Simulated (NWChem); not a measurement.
System: silanone (SiH2O); SMILES O=[SiH2]

All runs: NWChem. Pople sets run with spherical d functions. The geometry was optimised at PBE0/def2-SVP. Solvent water, SMD (1 M gas to 1 M solution), gas-phase geometry. Reactions with the solvent are ignored.

Q: Taking PBE0/6-311++G** as the yardstick, which of these has the fewest basis functions while keeping “dipole in solution (D)” within 0.05 D of it: PBE0/3-21G; PBE0/6-311G**; PBE0/6-31G*; PBE0/6-31+G*; PBE0/STO-3G?

A: none of them.
```
level            basis functions  dipole in solution (D)  relative time (rough)
---------------  ---------------  ----------------------  ---------------------
PBE0/STO-3G                   16                    2.13                      1
PBE0/3-21G                    26                    3.98                      1
PBE0/6-31G*                   36                    4.66                      3
PBE0/6-31+G*                  44                    5.34                      3
PBE0/6-311G**                 56                    4.95                      3
PBE0/6-311++G**               66                    5.46                      5
```

The yardstick is one finite set, not the basis-set limit.
